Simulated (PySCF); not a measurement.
C7H5N.
InChI=1S/C7H5N/c1-3-5-7(4-2)6-8/h1,4-5H,2H2/b7-5+

All values: B3LYP/def2-SVPD (PySCF, non-relativistic), on one gas-phase PBE0-D3(BJ)/def2-SVP geometry that isn't relaxed in the solvent. The solvent is an IEF-PCM continuum (cavity from Bondi-type radii × 1.2), and excitations are vertical TDDFT with non-equilibrium linear response and a frozen core. The model holds no explicit solvent molecules, cavitation or dispersion.

Gas-phase singlets (H = HOMO, L = LUMO):

```json
{"state": "S1", "E (eV)": "4.343", "λ (nm)": "285", "f": "0.528", "leading configuration": "H→L 95%"}
{"state": "S2", "E (eV)": "4.449", "λ (nm)": "279", "f": "0.000", "leading configuration": "H-1→L 99%"}
{"state": "S3", "E (eV)": "5.255", "λ (nm)": "236", "f": "0.033", "leading configuration": "H-2→L 80%"}
{"state": "S4", "E (eV)": "5.748", "λ (nm)": "216", "f": "0.000", "leading configuration": "H-4→L 70%"}
{"state": "S5", "E (eV)": "5.765", "λ (nm)": "215", "f": "0.000", "leading configuration": "H→L+2 67%"}
```

Q: What are the lowest 5 singlets in chloroform (ε = 4.711)?

A: 
```tsv
state	E (eV)	λ (nm)	f	leading configuration	change by rank (eV)
S1	4.127	300	0.637	H→L 97%	-0.216
S2	4.398	282	0.000	H-1→L 99%	-0.051
S3	5.245	236	0.059	H-2→L 82%	-0.010
S4	5.831	213	0.000	H→L+2 94%	+0.083
S5	5.986	207	0.142	H→L+1 52%	+0.221
```

Q: Give the list for dichloromethane (ε = 8.93), n² = 2.03.

A: 
```
state  E (eV)  λ (nm)      f  leading configuration  change by rank (eV)
   S1   4.129     300  0.629                H→L 97%               -0.214
   S2   4.387     283  0.000              H-1→L 99%               -0.062
   S3   5.246     236  0.060              H-2→L 82%               -0.009
   S4   5.845     212  0.000              H→L+2 91%               +0.097
   S5   5.982     207  0.218              H→L+1 79%               +0.217
```

Q: The ground-state energy changes by -0.243 eV from gas to dichloromethane. By how much does the total energy of gas-phase S1 change?

A: E(S1) = E(S0) + excitation energy, so it changes by -0.243 − 0.214 = -0.457 eV: it is lowered more than the ground state, which is what a red shift means. This is the vertical state, with the slow part of the continuum still set for S0.

Q: How do the frontier levels move from gas to dichloromethane?

A: 
| orbital | gas (eV) | solvent (eV) | change (eV) |
| --- | --- | --- | --- |
| LUMO+2 | -0.08 | 0.14 | +0.22 |
| LUMO+1 | -0.47 | -0.37 | +0.10 |
| LUMO | -2.78 | -2.65 | +0.13 |
| HOMO | -7.03 | -6.88 | +0.15 |
| HOMO-1 | -8.45 | -8.27 | +0.18 |
| HOMO-2 | -8.75 | -8.63 | +0.12 |
| HOMO-3 | -9.66 | -9.68 | -0.02 |

The HOMO–LUMO gap goes from 4.25 to 4.23 eV. Rows go by rank; for LUMO+2 the atom shares or the degeneracy differ between the runs, so the row needn't follow one orbital.

On one thread, Arm Neoverse V2 (aarch64), shared host with 32 logical CPUs at a one-minute load of 13, this took 20 s wall and 0.85 GiB of memory at its peak. This is the whole response run at B3LYP/def2-SVPD in dichloromethane, SCF included.

Conformer computed: `[CH:1]#[C:2]/[CH:3]=[C:4](/[C:5]#[N:6])[CH:7]=[CH2:8]`: C3–C4–C7–C8 180°.
